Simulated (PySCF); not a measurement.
C2H5B2N.
Bonds: C1–C2 (triple), C2–B3, B3–B4, B4–N5. Hydrogens: H6 on C1; H7 on B3; H8 on B4; H9, H10 on N5.

Computed with PySCF, PBE0-D3(BJ)/def2-SVP geometry optimisation, gas phase.

(1) What internal coordinates does the optimisation give?

Results:

(1) 
```
         bond  length (pm)
        C1≡C2        122.2
        C2–B3        151.3
        B3–B4        169.0
        B4–N5        139.1
        C1–H6        107.6
        B3–H7        121.5
        B4–H8        121.9
N5–H9, N5–H10        101.2
```

Bonds in one row agree within 1 pm and their mean is given. A selection of angles:
```
    angle  degrees
 C2–C1–H6    179.6
 C1–C2–B3    178.5
 C2–B3–B4    122.5
 C2–B3–H7    116.9
 B4–B3–H7    120.5
 B3–B4–N5    126.3
 B3–B4–H8    116.9
 N5–B4–H8    116.8
 B4–N5–H9    122.9
H9–N5–H10    113.2
```

Dihedral angles: C2–B3–B4–N5 87° (synclinal). The mirror-image conformer, all signs reversed, is as good.

B3 (three-coordinate boron) is planar (angles 122.5°, 120.5° and 116.9°, sum 359.9°, 0.02 Å off the plane of its three neighbours). N5 (boron-bound nitrogen) is planar (angles 123.9°, 122.9° and 113.2°, sum 360.0°, 0.00 Å off the plane of its three neighbours). B4 (three-coordinate boron) is planar (angles 126.3°, 116.9° and 116.8°, sum 360.0°, 0.01 Å off the plane of its three neighbours).

Point group: C1 (no symmetry element, even within 0.4 Å). Whether it is a minimum is left open (no frequencies). The numbers are those of one conformer.
